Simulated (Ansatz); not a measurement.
Cost and result for the atomization energy of `S[SiH2][SiH2]CCl` (12 atoms, 11 bonds).

```xyz
12

S     2.499   -0.385   -2.124
Si    0.434   -0.403   -1.544
Si    0.253    0.034    0.751
C    -1.555    0.157    1.284
Cl   -1.661    0.518    3.030
H     2.750    0.828   -1.602
H    -0.368    0.570   -2.337
H    -0.033   -1.773   -1.882
H     0.929    1.327    1.040
H     0.919   -1.048    1.519
H    -2.090   -0.778    1.112
H    -2.078    0.953    0.753
```

Charge 0, multiplicity 1. The structure was optimised at the PBE0-D4/def2-TZVP level. It is one conformer, not always the lowest. Program: Ansatz. All runs use 4 threads of an Arm Neoverse V2 on a shared host. Times are those of one run each, without the atoms' runs, and a repeat can differ threefold. Electronic energies, without spin–orbit coupling; frozen cores. CCSD(T)/CBS adds CCSD(T) − MP2 in def2-TZVPP to the MP2 limit, and its time is that of the two runs behind it. T1 = 0.011. B3LYP takes the VWN-RPA correlation (the form of Gaussian; ORCA's B3LYP/G).

CCSD(T)/CBS is a level of theory with its own doubt, some kJ/mol a heavy atom from the limit and from the frozen cores, so smaller differences don't rank the functionals.

```tsv
level	functions	wall time	atomization (kcal/mol)	difference from CCSD(T)/CBS	per bond
PBE-D4/def2-TZVPP (with forces)	297	3.1 s	900.7	3.3	0.3
PBE0-D4/def2-TZVPP	297	4.3 s	894.2	-3.2	-0.3
r2SCAN-D4/def2-TZVPP (with forces)	297	6 s	898.9	1.5	0.1
B3LYP-D4/def2-TZVPP (with forces)	297	6.5 s	892.4	-5.0	-0.4
B2PLYP/def2-TZVPP	297	6.5 s	879.8	-17.6	-1.6
ωB97X-V/def2-TZVPP	297	11 s	904.0	6.6	0.6
ωB97M-V/def2-TZVPP (with forces)	297	16 s	899.4	2.0	0.2
MP2/def2-QZVPP	547	27 s	889.8	-7.6	-0.7
CCSD(T)/def2-TZVPP	297	3.5 min	871.5	-25.9	-2.3
CCSD(T)/CBS(def2)	–	4 min	897.4	0.0	0.0
```

The D4 term adds +12.4 kcal/mol with B3LYP and +6.6 kcal/mol with PBE0; it sums over pairs of atoms, weighted by their polarisabilities, and B3LYP, whose exchange is more repulsive, gets the larger term. In def2-TZVPP, CCSD(T) changes the Hartree–Fock value by +207.8 kcal/mol (the triples alone add +12.1 kcal/mol) and MP2 by +210.9 kcal/mol; breaking electron pairs costs correlation energy, which Hartree–Fock lacks. From PBE to PBE0 (25 % exact exchange), in def2-TZVPP and without D4, the atomization energy moves by −5.4 kcal/mol: exact exchange takes away binding that semilocal exchange gives to molecules.
